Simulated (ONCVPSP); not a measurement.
# Ge (Z = 32), ONCV: configuration errors across variants

ONCVPSP 4.0.1 input, shortened (lines: element, Z, core and valence counts, functional; n l f; lmax; l rc ep ncon nbas qcut; lloc lpopt rc5 dvloc0; l nproj debl; icmod fcfact rcfact), PBE, scalar-relativistic:

```
  Ge 32.00    6    2        4      upf
    1    0    2.00
    2    0    2.00
    2    1    6.00
    3    0    2.00
    3    1    6.00
    3    2   10.00
    4    0    1.50
    4    1    2.50
    1
    0    1.75    0.00    3    6    4.50
    1    2.20    0.00    3    7    3.80
    0    5    1.75    0.00
    0    0    3.20
    1    3    3.00
    1    0.45    0.00
```

All-electron excitation energies from the reference (eV): (1) 4s2 4p2 -3.953; (2) 4s2 4p1 3.491; (3) 4s2 4p0 18.931; (4) 4s2 4p1.5 -1.151.

3 further variants failed, have other tests or too few solved ones, and are left out.

Errors AE − PS in meV (a dash: test not solved or not reliable):

```
     change   (1)   (2)  (3)   (4)  bound ghosts  GHOST(+) flags above zero
       base  -0.6  -1.2  -35  +0.5          none                       none
s: qcut 2.7  -2.8  -3.8  -29  -2.3          none                       none
s: qcut 3.5  -1.6  -2.3  -32  -0.8          none                       none
s: qcut 3.8  -1.3  -1.9  -33  -0.3          none                       none
s: qcut 4.9  -0.4  -0.9  -36  +0.8          none                       none
```

(1) Give the same row for: s: qcut 4.3.

Results:

(1) -0.8, -1.3, -35, +0.3; bound ghosts: none; GHOST(+) flags above zero: none.
